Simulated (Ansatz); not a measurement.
Ansatz (a first-principles code) input for In(Cl)(NH2)2 (ClH₄InN₂), SMILES [NH2][In]([NH2])[Cl], PBE-D3(BJ)/def2-SVP. 

Ansatz 0.2 input:
```yaml
crystal:
  periodic: [false, false, false]
  atoms:
    - {symbol: In, position_ang: [-0.28678811, 0.02670233, 0.00000000]}
    - {symbol: Cl, position_ang: [2.07122235, -0.01498297, -0.00000000]}
    - {symbol: N, position_ang: [-1.13827697, -0.13834793, 1.82669936]}
    - {symbol: H, position_ang: [-0.54848457, 0.17163705, 2.59504023]}
    - {symbol: H, position_ang: [-2.06265797, 0.26994669, 1.93815849]}
    - {symbol: N, position_ang: [-1.13827698, -0.13834793, -1.82669936]}
    - {symbol: H, position_ang: [-2.06265797, 0.26994670, -1.93815848]}
    - {symbol: H, position_ang: [-0.54848458, 0.17163705, -2.59504024]}
basis:
  gaussian:
    orbitals: def2-SVP
hamiltonian:
  xc: pbe
  dispersion: d3bj
relax: {f_tol: 0.002, max_steps: 200}
```

It prints:

```
WARN ansatz: RAYON_NUM_THREADS=1 ignored (pool sized by the plan → 1); use --threads N
Functional definition: PBE
integrals: 0.04 GiB planned
1087 factors; their error is unknown
mean field: 0.22 GiB planned
mean field evaluation 1: about -20710.1269 eV, gradient 9.2e1 eV
mean field evaluation 2: about -20598.7229 eV, gradient 1.8e2 eV
mean field evaluation 4: about -20726.6846 eV, gradient 2.3e1 eV
mean field evaluation 8: about -20728.1457 eV, gradient 7.8e-2 eV
mean field evaluation 16: about -20728.0992 eV, gradient 7.6e-5 eV
mean field -20728.09923800 eV, -761.7435969864 hartree, gradient 2.8e-5 eV, S^2 0.000000; 0 other end points of the search recorded, 0 dependent functions left out
the calculation of the forces begins
reference -20728.09928450 eV, -761.7435986952 hartree; 28, 28 occupied and 64, 64 virtual orbitals, 1087 factors
relax step   1: F+E_penalty+E_count = -20728.24596740 eV  Δ(F+E_penalty+E_count) = +0.000e0 eV  max|allowed force component| = 4.069e-1 eV/Å  Δτ_max = 0.0000 Å  (30 SCF iters, accepted)
these checks for a lower state are left out or cut short: starts, cluster_reference, orbital_swaps, neighbouring_geometries, increment
integrals: 0.04 GiB planned
1087 factors; their error is unknown
mean field: 0.22 GiB planned
mean field -20728.12554649 eV, -761.7445638052 hartree, gradient 8.7e-6 eV, S^2 0.000000; 0 other end points of the search recorded, 0 dependent functions left out
the calculation of the forces begins
reference -20728.12559303 eV, -761.7445655155 hartree; 28, 28 occupied and 64, 64 virtual orbitals, 1087 factors
relax step   2: F+E_penalty+E_count = -20728.27123568 eV  Δ(F+E_penalty+E_count) = -2.527e-2 eV  max|allowed force component| = 2.287e-1 eV/Å  Δτ_max = 0.0256 Å  (29 SCF iters, accepted)
these checks for a lower state are left out or cut short: starts, cluster_reference, orbital_swaps, neighbouring_geometries, increment
integrals: 0.04 GiB planned
1087 factors; their error is unknown
mean field: 0.22 GiB planned
mean field evaluation 32: about -20728.1345 eV, gradient 1.0e-3 eV
mean field -20728.13452448 eV, -761.7448937405 hartree, gradient 8.7e-6 eV, S^2 0.000000; 0 other end points of the search recorded, 0 dependent functions left out
the calculation of the forces begins
reference -20728.13457118 eV, -761.7448954567 hartree; 28, 28 occupied and 64, 64 virtual orbitals, 1087 factors
relax step   3: F+E_penalty+E_count = -20728.28035105 eV  Δ(F+E_penalty+E_count) = -9.115e-3 eV  max|allowed force component| = 8.917e-2 eV/Å  Δτ_max = 0.0352 Å  (29 SCF iters, accepted)
these checks for a lower state are left out or cut short: starts, cluster_reference, orbital_swaps, neighbouring_geometries, increment
integrals: 0.04 GiB planned
1087 factors; their error is unknown
mean field: 0.22 GiB planned
mean field -20728.13590792 eV, -761.7449445809 hartree, gradient 6.9e-6 eV, S^2 0.000000; 0 other end points of the search recorded, 0 dependent functions left out
the calculation of the forces begins
reference -20728.13595455 eV, -761.7449462946 hartree; 28, 28 occupied and 64, 64 virtual orbitals, 1087 factors
relax step   4: F+E_penalty+E_count = -20728.28164639 eV  Δ(F+E_penalty+E_count) = -1.295e-3 eV  max|allowed force component| = 3.220e-2 eV/Å  Δτ_max = 0.0146 Å  (31 SCF iters, accepted)
these checks for a lower state are left out or cut short: starts, cluster_reference, orbital_swaps, neighbouring_geometries, increment
integrals: 0.04 GiB planned
1087 factors; their error is unknown
mean field: 0.22 GiB planned
mean field -20728.13597020 eV, -761.7449468698 hartree, gradient 6.9e-6 eV, S^2 0.000000; 0 other end points of the search recorded, 0 dependent functions left out
the calculation of the forces begins
reference -20728.13601683 eV, -761.7449485832 hartree; 28, 28 occupied and 64, 64 virtual orbitals, 1087 factors
relax step   5: F+E_penalty+E_count = -20728.28183837 eV  Δ(F+E_penalty+E_count) = -1.920e-4 eV  max|allowed force component| = 1.016e-2 eV/Å  Δτ_max = 0.0066 Å  (31 SCF iters, accepted)
these checks for a lower state are left out or cut short: starts, cluster_reference, orbital_swaps, neighbouring_geometries, increment
integrals: 0.04 GiB planned
1087 factors; their error is unknown
mean field: 0.22 GiB planned
mean field -20728.13598657 eV, -761.7449474714 hartree, gradient 1.1e-5 eV, S^2 0.000000; 0 other end points of the search recorded, 0 dependent functions left out
the calculation of the forces begins
reference -20728.13603320 eV, -761.7449491849 hartree; 28, 28 occupied and 64, 64 virtual orbitals, 1087 factors
relax step   6: F+E_penalty+E_count = -20728.28185503 eV  Δ(F+E_penalty+E_count) = -1.665e-5 eV  max|allowed force component| = 2.627e-3 eV/Å  Δτ_max = 0.0027 Å  (23 SCF iters, accepted)
these checks for a lower state are left out or cut short: starts, cluster_reference, orbital_swaps, neighbouring_geometries, increment
integrals: 0.04 GiB planned
1087 factors; their error is unknown
mean field: 0.22 GiB planned
mean field evaluation 64: about -20728.1360 eV, gradient 9.6e-6 eV
mean field -20728.13599388 eV, -761.7449477400 hartree, gradient 9.6e-6 eV, S^2 0.000000; 0 other end points of the search recorded, 0 dependent functions left out
the calculation of the forces begins
reference -20728.13604051 eV, -761.7449494534 hartree; 28, 28 occupied and 64, 64 virtual orbitals, 1087 factors
relax step   7: F+E_penalty+E_count = -20728.28185751 eV  Δ(F+E_penalty+E_count) = -2.478e-6 eV  max|allowed force component| = 1.035e-3 eV/Å  Δτ_max = 0.0011 Å  (21 SCF iters, accepted)
integrals: 0.04 GiB planned
1087 factors; their error is unknown
mean field: 0.22 GiB planned
mean field -20728.13599388 eV, -761.7449477400 hartree, gradient 9.6e-6 eV, S^2 0.000000; 1 other end points of the search recorded, 0 dependent functions left out
the calculation of the forces begins
reference -20728.13604051 eV, -761.7449494534 hartree; 28, 28 occupied and 64, 64 virtual orbitals, 1087 factors
Total energy: -20728.28190413 eV, -761.7503098427 hartree
Atom 0 at    -0.305256     0.051066     0.000000 Å, force     0.000785    -0.000074     0.000000 eV/Å
Atom 1 at     2.075918    -0.011853     0.000000 Å, force    -0.000814     0.000219    -0.000000 eV/Å
Atom 2 at    -1.152360    -0.190822     1.859627 Å, force    -0.000577     0.000317     0.001035 eV/Å
Atom 3 at    -0.533659     0.188670     2.589437 Å, force    -0.000004    -0.000240    -0.000007 eV/Å
Atom 4 at    -2.056515     0.291642     1.953106 Å, force     0.000596    -0.000149    -0.000315 eV/Å
Atom 5 at    -1.152360    -0.190822    -1.859627 Å, force    -0.000577     0.000317    -0.001035 eV/Å
Atom 6 at    -2.056515     0.291642    -1.953106 Å, force     0.000596    -0.000149     0.000315 eV/Å
Atom 7 at    -0.533659     0.188670    -2.589437 Å, force    -0.000004    -0.000240     0.000007 eV/Å
Dipole moment:    -0.628410     0.491034    -0.000000 e Å
```

The calculation finished and met its thresholds.

Cost: around 13 core-seconds (rough).
